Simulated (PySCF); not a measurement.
Can point charges reproduce the dipole moment of `C=C(O[SiH2]O)N1CCCC1`?

Coordinates (GFN2-xTB, Å) and charges (e) from the PBE0/pcSseg-1 density (PySCF):

```
atom       x       y       z  Mulliken      IAO  Hirshfeld  ESP-fitted
  C1   1.139  -1.336  -1.392   -0.3003  -0.5253    -0.2131     -0.8593
  C2   0.779  -0.397  -0.514   +0.4832  +0.3128    +0.1168     +0.3492
  O3   1.664   0.384   0.149   -0.6481  -0.6079    -0.1889     -0.3860
 Si4   3.289   0.475   0.106   +0.9525  +1.2304    +0.4576     +0.8634
  O5   3.657   1.603   1.207   -0.5498  -0.7918    -0.3127     -0.7221
  N6  -0.520  -0.076  -0.201   -0.7370  -0.2071    -0.0642     -0.1322
  C7  -1.620  -0.982  -0.461   +0.0580  -0.1550    -0.0181     +0.1312
  C8  -2.673  -0.622   0.590   -0.2646  -0.2626    -0.0670     -0.0866
  C9  -2.359   0.839   0.900   -0.2331  -0.2614    -0.0689     -0.0530
 C10  -0.835   0.862   0.857   +0.0590  -0.1475    -0.0284     -0.0681
 H11   0.416  -1.918  -1.926   +0.1154  +0.1524    +0.0309     +0.2545
 H12   2.176  -1.514  -1.594   +0.1124  +0.1436    +0.0287     +0.2453
 H13   3.936  -0.728   0.607   -0.1277  -0.1616    -0.0778     -0.1235
 H14   3.726   0.875  -1.231   -0.1391  -0.1787    -0.0855     -0.1585
 H15   3.100   2.368   1.327   +0.2454  +0.3670    +0.1802     +0.4353
 H16  -2.004  -0.818  -1.476   +0.1207  +0.1306    +0.0343     +0.0007
 H17  -1.298  -2.025  -0.382   +0.1230  +0.1372    +0.0385     +0.0168
 H18  -2.533  -1.229   1.485   +0.1259  +0.1367    +0.0411     +0.0499
 H19  -3.688  -0.769   0.226   +0.1281  +0.1435    +0.0455     +0.0336
 H20  -2.752   1.164   1.862   +0.1266  +0.1428    +0.0456     +0.0372
 H21  -2.762   1.482   0.117   +0.1243  +0.1369    +0.0406     +0.0481
 H22  -0.410   0.539   1.819   +0.1082  +0.1218    +0.0292     +0.0722
 H23  -0.433   1.850   0.620   +0.1171  +0.1433    +0.0358     +0.0521
```

**Question.** What dipole does each set of charges give (1 e·Å = 4.803 D), and what does the density give?

**Answer.** The full density gives (-2.51, 0.97, 0.57) D, 2.75 D in size; dipole vectors point from the negative to the positive end.

| scheme | μx | μy | μz | size (D) | share of the full size (%) | angle to the full dipole (°) |
| --- | --- | --- | --- | --- | --- | --- |
| Mulliken | -1.79 | -1.36 | -0.75 | 2.37 | 86 | 65 |
| IAO | -1.93 | 0.01 | -0.39 | 1.97 | 71 | 31 |
| Hirshfeld | -1.55 | 0.83 | 0.66 | 1.88 | 68 | 11 |
| ESP-fitted | -2.54 | 0.94 | 0.56 | 2.77 | 100 | 1 |

**Question.** Which set comes closest?

**Answer.** Length of the difference vector: ESP-fitted 0.04 D, Hirshfeld 0.98 D, IAO 1.48 D, Mulliken 2.78 D. Closest: ESP-fitted. 

**Question.** What is left for the Hirshfeld atoms' own dipoles?

**Answer.** The Hirshfeld atoms' densities add up to the full density, so μ = Σ q r + Σ (atomic dipoles). The atomic dipoles sum to (-2.51, 0.97, 0.57) − (-1.55, 0.83, 0.66) = (-0.96, 0.14, -0.09) D, 0.98 D in size.

**Question.** With the origin at the mean of the coordinates, (0.000, 0.001, 0.117) Å, which are the largest single terms, by size, of the Hirshfeld dipole along the direction of the full one?

**Answer.** Si4 -6.23, O5 +3.82, C1 +1.87, H15 -1.51, H13 +1.40 D; all 23 atoms together +1.85 D. The single terms depend on the origin, their sum doesn't.

**Question.** Give the size of the full dipole in other units.

**Answer.** 2.75 D = 1.083 au = 0.573 e·Å = 9.19 × 10⁻³⁰ C·m.

One conformer (not necessarily the lowest) at the GFN2-xTB geometry, without solvent, vibrations or thermal averaging.
